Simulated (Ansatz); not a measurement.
Two isomers of C2H8OSi2: A = `CC[Si]O[SiH3]`, B = `[SiH3][SiH]1COC1`.

Gas-phase electronic energies from Ansatz, PBE0-D4/def2-TZVP geometries. CCSD(T)/CBS is the MP2 limit (def2-TZVPP, def2-QZVPP) plus CCSD(T) − MP2 in def2-TZVPP, frozen cores. DFT in def2-TZVPP. One conformer a species, not always the lowest.

A:

Z-matrix (Å, degrees):
```
C
C 1 1.531
H 1 1.093 2 111.7
H 1 1.094 2 111.9 3 -120.0
H 1 1.095 2 111.8 3 119.9
Si 2 1.908 1 112.2 3 -177.2
H 2 1.099 1 110.2 3 61.1
H 2 1.096 1 110.1 3 -56.3
O 6 1.651 2 101.1 1 -67.0
Si 9 1.643 6 150.4 2 -4.8
H 10 1.483 9 108.6 6 -141.9
H 10 1.488 9 111.0 6 -21.9
H 10 1.485 9 109.2 6 98.4
```

B:

```xyz
13

Si   -1.587    0.516   -1.391
Si   -0.140    0.559    0.446
C     0.240   -1.119    1.254
O     1.500   -1.170    0.557
C     1.686    0.177    0.084
H    -1.460    1.768   -2.187
H    -1.252   -0.641   -2.262
H    -3.000    0.384   -0.941
H    -0.459    1.715    1.334
H     0.386   -1.091    2.341
H    -0.369   -1.991    1.006
H     2.046    0.173   -0.947
H     2.408    0.721    0.706
```

Q: Which is lower in electronic energy at CCSD(T)/CBS, and by how much? (Estimate.)

A: Computed: A, by 262.7 kJ/mol.

Q: Give E(B) − E(A) in kJ/mol with PBE0-D4, PBE-D4, CCSD(T)/def2-SVP, MP2/def2-TZVPP, HF/def2-TZVPP, CCSD/def2-TZVPP, r2SCAN-D4. (Estimate.)

A: The calculation gave: PBE0-D4 229.1, PBE-D4 221.5, CCSD(T)/def2-SVP 251.0, MP2/def2-TZVPP 268.0, HF/def2-TZVPP 285.1, CCSD/def2-TZVPP 267.2, r2SCAN-D4 238.0. None reverses the order clearly.

Q: Does the order hold for the free energy at 298.15 K (harmonic terms from PBE0-D4)? (Estimate.)

A: Computed: Yes: G(B) − G(A) = +260.8 kJ/mol, for one conformer each. Modes under 60 cm⁻¹, often nearly free rotors, make the harmonic entropy too high.

Largest T1 diagnostic: 0.013.

From PBE to PBE0 (25 % exact exchange), in def2-TZVPP and without D4, E(B) − E(A) moves by +8.0 kJ/mol. At CCSD(T), def2-SVP lies −11.7 kJ/mol from the extrapolated value and def2-TZVPP −1.4 kJ/mol.
